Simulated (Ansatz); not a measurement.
Isolated molecules relaxed with PBE0-D4/def2-TZVP in Ansatz; ΔE leaves out vibrations. CCSD(T)/CBS is the MP2 limit (def2-TZVPP, def2-QZVPP) plus CCSD(T) − MP2 in def2-TZVPP, frozen cores. This one scheme is used for every species. DFT in def2-TZVPP. Each species was taken in one conformer, which may not be the lowest.

Reaction (formal exchange of groups at the Si–O bond): `O[Si](O)(O)F` + ethylene → `C=C[Si](O)(O)F` + H₂O

(1) Is it downhill or uphill in electronic energy at CCSD(T)/CBS, and by how much? (An estimate is asked.)

(2) What do these levels give: r2SCANh-D4, r2SCAN0, RPA@PBE/def2-TZVPP, CCSD/def2-SVP, CCSD/def2-TZVPP, CCSD/CBS(def2)? (An estimate is asked.)

Largest T1 diagnostic among the species: 0.012.

Results:

(1) The calculation gave: Uphill: ΔE = +105.0 kJ/mol.

(2) Computed: r2SCANh-D4 109.7, r2SCAN0 112.6, RPA@PBE/def2-TZVPP 104.6, CCSD/def2-SVP 104.5, CCSD/def2-TZVPP 110.8, CCSD/CBS(def2) 108.3 kJ/mol.

In def2-TZVPP, CCSD(T) changes the Hartree–Fock value by −21.1 kJ/mol (the triples alone add −3.3 kJ/mol) and MP2 by −22.0 kJ/mol. Leaving LDA and LC-ωPBE aside and taking each functional with its dispersion term where it has one, the values, not all of them listed here, spread over 21.4 kJ/mol, from revPBE-D4 to BHLYP-D4. The D4 term adds −7.0 kJ/mol with B3LYP and −4.1 kJ/mol with PBE0; it sums over pairs of atoms, weighted by their polarisabilities, and B3LYP, whose exchange is more repulsive, gets the larger term.

B3LYP here is the variant with VWN-RPA as its local correlation; programs differ in this.
